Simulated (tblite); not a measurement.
Write a Z-matrix for `[C-]#CCc1cccs1` as optimised with GFN2-xTB. (Charge -1.)

Z-matrix in Å and degrees, rows numbered from 1:
```
C 
C   1  1.2184
C   2  1.5052  1  173.08
C   3  1.4675  2  108.16  1   179.12
C   4  1.3743  3  128.57  2   -78.79
C   5  1.4045  4  114.05  3   174.13
C   6  1.3606  5  113.29  4    -0.25
S   7  1.7367  6  111.27  5     0.33
H   3  1.0996  2  109.85  1   -59.62
H   3  1.1017  2  109.10  1    59.47
H   5  1.0776  4  122.24  3    -5.05
H   6  1.0801  5  123.66  4   179.68
H   7  1.0730  6  129.38  5  -179.17
```

The 6 C–C bonds span 1.218 Å (C1≡C2, drawn triple) to 1.505 Å (C2–C3, drawn single), a spread of 0.287 Å. The 5-membered ring C4–C5–C6–C7–S8 has internal angles of 91.6° to 114.1°; it is planar, 0.00 Å rms from its mean plane, widest ring torsion 0°. C4 (substituted aromatic carbon) is planar (angles 128.6°, 121.4° and 109.7°, sum 359.7°, 0.04 Å off the plane of its three neighbours). C5 (aromatic CH carbon) is planar (angles 123.7°, 122.2° and 114.1°, sum 360.0°, 0.01 Å off the plane of its three neighbours).

Computed geometry: GFN2-xTB, gas phase.

Point group: C1 (no symmetry element, even within 0.4 Å). Its GFN2-xTB frequencies are all real (lowest 57 cm⁻¹). Torsions: C2–C3–C4–C5 -79°.

One conformer stands for the species.
